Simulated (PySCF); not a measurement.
# Vertical excitation energies

Compound: Si(vinyl)F3, C2H3F3Si.
InChI=1S/C2H3F3Si/c1-2-6(3,4)5/h2H,1H2

Computed with TDDFT CAM-B3LYP/def2-SVPD, vertical, gas phase, core orbitals frozen in the response (PySCF). One conformer (not necessarily the lowest) at the PBE0-D3(BJ)/def2-SVP geometry, without solvent, vibrations or thermal averaging.

**Question.** List the vertical singlet excitations with oscillator strengths and describe the spectrum.

**Answer.** 

```json
{"state": "S1", "E (eV)": "7.10", "λ (nm)": "174.6", "f": "0.0018", "main configurations (H = HOMO, L = LUMO)": "H-1→L (97%)"}
{"state": "S2", "E (eV)": "7.42", "λ (nm)": "167.2", "f": "0.381", "main configurations (H = HOMO, L = LUMO)": "H→L (96%)"}
{"state": "S3", "E (eV)": "8.12", "λ (nm)": "152.8", "f": "0.058", "main configurations (H = HOMO, L = LUMO)": "H→L+1 (75%), H→L+2 (18%)"}
{"state": "S4", "E (eV)": "8.86", "λ (nm)": "139.9", "f": "0.0020", "main configurations (H = HOMO, L = LUMO)": "H→L+2 (64%), H→L+1 (16%), H-3→L (11%)"}
{"state": "S5", "E (eV)": "8.94", "λ (nm)": "138.6", "f": "0.0000", "main configurations (H = HOMO, L = LUMO)": "H-3→L (71%)"}
{"state": "S6", "E (eV)": "9.14", "λ (nm)": "135.7", "f": "0.0002", "main configurations (H = HOMO, L = LUMO)": "H→L+3 (84%)"}
{"state": "S7", "E (eV)": "9.47", "λ (nm)": "130.9", "f": "0.015", "main configurations (H = HOMO, L = LUMO)": "H-1→L+1 (85%), H-1→L+2 (8%)"}
{"state": "S8", "E (eV)": "9.75", "λ (nm)": "127.1", "f": "0.0084", "main configurations (H = HOMO, L = LUMO)": "H→L+4 (89%)"}
{"state": "S9", "E (eV)": "10.09", "λ (nm)": "122.8", "f": "0.124", "main configurations (H = HOMO, L = LUMO)": "H-1→L+2 (79%)"}
{"state": "S10", "E (eV)": "10.15", "λ (nm)": "122.2", "f": "0.0014", "main configurations (H = HOMO, L = LUMO)": "H-4→L (45%), H-8→L (29%), H-6→L (10%)"}
```

Triplets, Tamm–Dancoff:

```csv
state,E (eV),λ (nm),"main configurations (H = HOMO, L = LUMO)"
T1,4.22,293.8,H→L (96%)
T2,6.49,191.1,H-1→L (97%)
T3,7.92,156.5,"H→L+1 (72%), H→L+2 (19%)"
T4,8.34,148.7,H-3→L (86%)
```

The lowest singlet comes at 175 nm (685 kJ/mol) in the vacuum ultraviolet; it is very weak; its leading configuration is HOMO-1→LUMO (97%). The strongest level in the table is S2 at 7.42 eV (167 nm, f = 0.381). Löwdin shares by element: HOMO carbon 82%, silicon 4%; LUMO carbon 71%, silicon 8%, hydrogen 6% or more. Of the 10 states listed, 4 reach f = 0.01 and 2 stay under 0.0005. Weighted by f, the mean energy of these states is 8.14 eV. The oscillator strengths of these states sum to 0.593; summed over the whole spectrum of an exact calculation they would give the number of electrons, 56 (Thomas–Reiche–Kuhn). The vertical ionisation energy (ΔSCF) is 11.45 eV, 1.31 eV above S10. Singlets were solved by full linear response, triplets in the Tamm–Dancoff approximation.
